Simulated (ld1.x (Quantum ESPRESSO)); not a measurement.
**Scattering properties, PAW potential for Br**

```
Element                 : Br
Generator               : ld1.x (Quantum ESPRESSO) 7.5
Type                    : PAW
Functional              : PBE
Relativity              : scalar-relativistic
Frozen core             : [Ar] 3d10
Valence charge          : 7
Reference configuration : 4s1.5 4p5.5
Partial waves           : 4s (bound): rcut 1.45, rcutus 1.60 bohr; 4s channel at -0.7 Ry: rcut 1.45, rcutus 1.60 bohr; 4p (bound): rcut 1.35, rcutus 1.70 bohr; 4p channel at 2.5 Ry: rcut 1.35, rcutus 1.70 bohr; 4d channel at 0.05 Ry: rc 1.35 bohr
Local potential         : the d channel
Core correction         : a·sin(br)/r model core inside 0.90 bohr
Augmentation charge     : PSQ, inside the norm-conserving radii
```

The phase is arctan(r·u′/u) with u = r·R(r), unwrapped; energies in Ry, scanned from -4 to 5 Ry. A pole is an energy at which the radial function vanishes at the test radius. The pseudo phase is shifted by a multiple of π to meet the all-electron one at the reference energy, and phase errors are pseudo minus all-electron; the curves can meet again beyond the range given. Levels narrower than the energy grid can be missing from the lists of poles.

| channel | radius (bohr) | reference energy (Ry) | poles, all-electron | poles, pseudo | unbroken range about the reference energy with phases within 0.05 rad | phase error 1 Ry above the reference energy (rad) |
| --- | --- | --- | --- | --- | --- | --- |
| s | 1.85 | -1.51 | 1.16 | 1.16, 1.92 | below 1.9 | -0.000 |
| p | 1.85 | -0.60 | 2.97 | 2.97 | the whole range | +0.000 |
| d | 1.85 | 0.05 | none | 2.56 | below 0.9 | -0.080 |

The ghost test of this file was not conclusive. Its overlap operator is not positive definite in a basis up to 400 Ry (lowest eigenvalue s -1.65, p -2.29), so the file is unfit for use: the generalised eigenproblem breaks down once the basis is large enough, and its test numbers describe a broken file.

Phases in the p channel:

```tsv
E (Ry)	all-electron	pseudo
-4.00	1.220	1.220
-3.76	1.202	1.202
-3.52	1.181	1.181
-3.28	1.157	1.157
-3.04	1.128	1.128
-2.80	1.094	1.094
-2.56	1.052	1.052
-2.32	0.999	0.999
-2.08	0.932	0.932
-1.84	0.845	0.845
-1.60	0.727	0.727
-1.36	0.565	0.564
-1.12	0.342	0.342
-0.88	0.053	0.053
-0.64	-0.273	-0.273
-0.40	-0.576	-0.576
-0.16	-0.816	-0.816
0.08	-0.993	-0.993
0.32	-1.121	-1.121
0.56	-1.217	-1.217
0.80	-1.289	-1.289
1.04	-1.346	-1.346
1.28	-1.392	-1.392
1.52	-1.430	-1.430
1.76	-1.461	-1.461
2.00	-1.489	-1.489
2.24	-1.512	-1.512
2.48	-1.534	-1.534
2.72	-1.552	-1.552
2.96	-1.570	-1.570
3.20	-1.586	-1.586
3.44	-1.601	-1.601
3.68	-1.615	-1.615
3.92	-1.629	-1.629
4.16	-1.642	-1.642
4.40	-1.655	-1.655
4.64	-1.668	-1.668
4.88	-1.681	-1.681
```
